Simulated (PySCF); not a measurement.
## Ionisation energy of W²⁺ by level of theory

W²⁺ [Xe] 4f14 5d4 (5D) → W³⁺ [Xe] 4f14 5d3 (4F), as a difference of total energies. All numbers are calculated (PySCF 2.14, a scalar-relativistic core potential, in def2-QZVPPD with the def2 core potential (60 electrons)). Correlated levels: valence: 5s2 5p6 frozen; valence and next inner shell: nothing frozen outside the core potential. The calculations carry no spin-orbit coupling.

| method | ionisation energy (eV) |
| --- | --- |
| UHF | 24.675 |
| LDA | 26.218 |
| PBE | 25.977 |
| PBE0 | 25.864 |
| r2SCAN | 25.759 |
| BHandHLYP | 25.476 |
| MN15 | 25.780 |
| PBEsol | 26.001 |
| M06-L | 25.377 |
| MP2 (valence) | 25.176 |
| SCS-MP2 (valence) | 24.842 |
| MP2 (valence and next inner shell) | 25.599 |
| SCS-MP2 (valence and next inner shell) | 25.282 |

Problem. How much does correlation contribute at MP2 (valence and next inner shell)?

Solution. 25.599 − (24.675) = 0.924 eV, measured against UHF.

The reference lies between the lowest fine-structure levels, while these numbers refer to the centres of the terms.

Errors of the correlated levels include the incompleteness of this basis and the frozen core.

For comparison: 26 ± 0.4 eV (semi-empirical (NIST evaluation); NIST Atomic Spectra Database, ionization energies).
